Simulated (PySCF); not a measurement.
MIBK, SMILES CC(=O)CC(C)C (C6H12O), GFN2-xTB optimised geometry. Atoms within 1.6 Å of the plane z = 1.0 Å (x, y, z in Å): C4 (-0.29, 0.78, 0.00), C5 (1.23, 0.78, 0.00), C6 (1.84, 0.97, 1.37), H10 (-2.90, 0.03, -0.44), H12 (-1.13, -1.84, -0.24), H15 (-0.66, 0.34, 0.92), H16 (-0.59, 1.84, 0.00), H17 (2.90, 1.19, 1.28), H18 (1.73, 0.04, 1.93), H19 (1.34, 1.76, 1.91).

Calculation: B3LYP/def2-SVP run with PySCF. Cells within 0.4 Å of a nucleus heavier than hydrogen are left out (blank, or x).

Map of the Laplacian of the electron density (e/bohr⁵), clipped to [-1.50, 1.50] on the plane z = 1.0 Å:

```
|88888888888888888888888888888|
|88888888888888888888888888888|
|88888888888888888888888888888|
|88888888888888888888888888888|
|88888888888888888888888888888|
|88888888888888888888888888888|
|88888888888888888888888888888|
|88888888888888888888888888888|
|88888888888888888999998888888|
|88888888888899989999999988888|
|88888888888999999999988988888|
|8888888888899999996x776998888|
|88888888889978999977899988888|
|88888888889806999999999888888|
|88888888888989999999998888888|
|88888888888899888899988888888|
|88888888888888888888888888888|
|88888888888888888888888888888|
|88888888888888888888888888888|
|88888888888888888888888888888|
|88888888888888888888888888888|
|88888888888888888888888888888|
|88888888888888888888888888888|
|88888888888888888888888888888|
|88888888888888888888888888888|
|88888888888888888888888888888|
|88888888888888888888888888888|
|88888888888888888888888888888|
|88888888888888888888888888888|
```
Scale: ten equal steps from -1.50 (start of '0') to 0.210 (end of '9'), in the order '0123456789'; x runs from -5.00 to 5.00, y from -5.00 (bottom) to 5.00 (top).
